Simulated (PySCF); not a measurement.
This PySCF input asks for the NMR shieldings of C₄H₉BF₃PSi; the geometry comes from PBE0-D3(BJ)/def2-SVP.

```python
import basis_set_exchange as bse
import numpy as np
from pyscf import gto, dft
from pyscf.prop import nmr

atoms = """
C     3.029204   -0.203692   -0.498710
C     1.938744    0.190298    0.164606
C     0.557523   -0.093886   -0.261890
C    -0.573056    0.856729    0.028482
Si   -0.383004    2.509368    0.894762
P    -0.699522   -0.735304    0.966919
B    -2.392925   -2.460203   -0.437235
F    -1.709546   -3.563359   -0.231622
F    -3.494389   -2.232658    0.241987
F    -2.113258   -1.710420   -1.492824
H     2.956908   -0.781223   -1.425351
H     4.030693    0.036175   -0.134765
H     2.054241    0.761947    1.093664
H     0.479970   -0.626971   -1.216766
H    -1.333100    0.884752   -0.763834
H     0.435001    2.363708    2.136793
H    -1.741280    3.003678    1.266873
H     0.273598    3.509993   -0.001390
H    -0.027515   -0.339548    2.162258
"""
names = dict.fromkeys(["C", "Si", "P", "B", "F", "H"], "pcSseg-1")
basis = {el: gto.basis.parse(bse.get_basis(n, elements=[el], fmt="nwchem")) for el, n in names.items()}
mol = gto.M(atom=atoms, basis=basis, charge=0, verbose=0)
mf = dft.RKS(mol, xc="PBE0")
mf.grids.level = 2
mf.grids.alignment = dft.numint.BLKSIZE   # the property module wants whole blocks of grid points
mf.conv_tol = 1e-9
mf.kernel()

calc = nmr.RKS(mf)   # GIAO
C = mf.mo_coeff
Co = C[:, mf.mo_occ > 0]
resp = mf.gen_response(singlet=True, hermi=2)
def vind(x):   # induced exchange potential for any number of trial vectors
    d = np.einsum("pi,xij,qj->xpq", C, 2 * x.reshape(-1, C.shape[1], Co.shape[1]), Co, optimize=True)
    return np.einsum("xpq,pi,qj->xij", resp(d - d.transpose(0, 2, 1)), C, Co, optimize=True).ravel()
mo1, _ = nmr.rhf.solve_mo1(calc, with_cphf=vind)
sigma = calc.kernel(mo1)
for i, s in enumerate(sigma):   # ppm
    print("%2d %-2s %9.2f" % (i, mol.atom_pure_symbol(i), np.trace(s) / 3))
```

Question: Give the expected output.

Answer: 
```
 0 C      59.66
 1 C      38.36
 2 C     153.40
 3 C     179.25
 4 Si    410.66
 5 P     558.16
 6 B      90.97
 7 F     292.13
 8 F     292.15
 9 F     299.77
10 H      25.49
11 H      25.80
12 H      25.76
13 H      28.86
14 H      30.61
15 H      27.54
16 H      26.95
17 H      26.81
18 H      30.87
```

These numbers come from an equivalent density-fitted implementation of the same equations, which agrees with the script to about 0.01 ppm for H and up to a few tenths of a ppm for heavy atoms, so last digits may differ.

Size and cost of the density-fitted run: 229 basis functions, 56 s wall time on 1 thread of an Arm Neoverse V2, shared host; peak memory 1.1 GiB.
